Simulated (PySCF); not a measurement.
[Er(NO2)]2+ at several levels of theory

Computed with PySCF 2.14.0 (density fitting, no spin-orbit coupling) at the geometry relaxed with PBE0:

```xyz
4
[Er(NO2)]2+ (singlet in the valence; each metal's 4f electrons, 11 of them, lie in its core potential, out of spins and levels)
Er    0.0000    0.0000   -0.3020
O     1.0372    0.0000    1.5742
O    -1.0372    0.0000    1.5742
N     0.0000    0.0000    2.3052
```

| level | basis | state | HOMO (eV) | gap (eV) | charge on Er1 (e) | population of f-type functions on Er1 (polarisation alone where 4f lies in the core) | dipole about the centre of mass (D) | largest force component (eV/Å) |
| --- | --- | --- | --- | --- | --- | --- | --- | --- |
| PBE0 | Er lcecp-1-SVP with ECP57, O def2-SVP, N def2-SVP | singlet | -19.74 | 4.89 | 2.04 | 0.04 | 5.86 | 0.01 |
| PBE | the same | singlet | -18.26 | 2.27 | 1.93 | 0.04 | 5.10 | 1.49 |
| PBE0 | Er lcecp-1-TZVP with ECP57, O def2-TZVP, N def2-TZVP | singlet | -19.62 | 5.09 | 2.12 | 0.05 | 5.58 | 0.86 |

In the lcecp rows the 4f levels are missing from HOMO and gap, and the state counts the valence alone.

Charges are Mulliken's, which hang on the basis. The relaxation used the grid (50, 194), these runs (75, 302) or, all-electron (x2c bases, spin-free X2C Hamiltonian), (99, 590).

(1) A further run in the first row's basis gives HOMO (eV) -19.50, gap (eV) 4.33, charge on Er1 (e) 2.00, population of f-type functions on Er1 (polarisation alone where 4f lies in the core) 0.04, dipole about the centre of mass (D) 5.68, largest force component (eV/Å) 0.68. Which level was it?
A. B3LYP
B. BLYP
C. BP86

An lcecp potential fixes the number of 4f electrons, so in runs with it no electron can move into or out of that shell.

## Answers

(1) A. The others give HOMO -18.36 eV (BP86); -18.17 eV (BLYP).
